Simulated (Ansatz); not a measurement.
```yaml
crystal:
  periodic: [false, false, false]
  atoms:
    - {symbol: C, position_ang: [-0.400370, 0.968075, -0.591777]}
    - {symbol: N, position_ang: [0.786814, 0.225503, -0.210672]}
    - {symbol: Si, position_ang: [0.101191, -1.014781, 0.755945]}
    - {symbol: S, position_ang: [-1.686068, 0.103248, 0.420672]}
    - {symbol: H, position_ang: [-0.656320, 0.882165, -1.651923]}
    - {symbol: H, position_ang: [-0.366042, 2.023898, -0.308251]}
    - {symbol: H, position_ang: [1.600793, 0.270670, -0.798518]}
    - {symbol: H, position_ang: [0.131715, -2.400102, 0.204969]}
    - {symbol: H, position_ang: [0.576686, -1.104975, 2.162455]}
basis:
  gaussian: {orbitals: def2-TZVPP}
hamiltonian: {xc: {name: HF}}
correlation: {method: mp2, frozen_orbitals: {C: 0}}
scf: {lower_state_search: light}
```

```sh
$ ansatz run in.yaml --threads 2 --pin off --events-out ev --progress --plain --max-ram 4352MiB
```

(1) How does Ansatz answer? (Best estimate.)

Answers

(1) Ansatz gave: The program refused the input.
```
Functional definition: HF
Error: "frozen_orbitals" has no count for N
```
